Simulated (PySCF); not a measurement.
## Spinor energies of As⁴⁺ (arsenic, charge +4)

Start: [Ar] 3d10 4s1; 4s1/2 filled at m_j = +1/2. Calculated with PySCF 2.14 in x2c-QZVPPall-2c (11s10p5d4f1g, 103 functions): generalised Hartree-Fock with the X2C-1e Hamiltonian and a Gaussian nucleus; one run each with spin-orbit coupling (SO) switched off, then screened by Boettger's factors.

```csv
spinor shell,electrons,"ε, spin-free (eV)","ε, screened SO (eV)",weight of nominal j (screened SO),"rms radius, screened SO (bohr)"
1s1/2,2,-11996.5,-11996.2,1.000,0.0524
2s1/2,2,-1623.0,-1623.0,1.000,0.219
2p1/2,2,-1424.6,-1449.8,1.000,0.194
3s1/2,2,-275.37,-275.36,1.000,0.639
3p1/2,2,-211.67,-215.34,0.999,0.659
3p3/2,4,-211.67,-209.91,1.000,0.669
3d3/2,4,-106.55,-107.05,0.985,0.734
3d5/2,6,-106.55,-106.22,0.990,0.737
4s1/2,1,-61.812,-61.811,1.000,1.81
```

Task: Where does 2p3/2 lie, and what is the 2p spin-orbit splitting (screened SO)?

Result: At -1412.5 eV, 37.305 eV above 2p1/2.

```tsv
quantity	spin-free	screened SO
E (hartree)	-2255.25981	-2255.35837
M_J	1/2	1/2
⟨J²⟩	0.750	0.750
⟨L²⟩	0.000	0.002
⟨S²⟩	0.750	0.753
```

Each row is a mean over spinors that exchange with the open shell spreads, by up to 0.838 eV (3s1/2).

Without spin-orbit coupling the j labels of p, d and f shells carry no meaning; the spin-free column gives the mean over the occupied spinors of each nl shell.
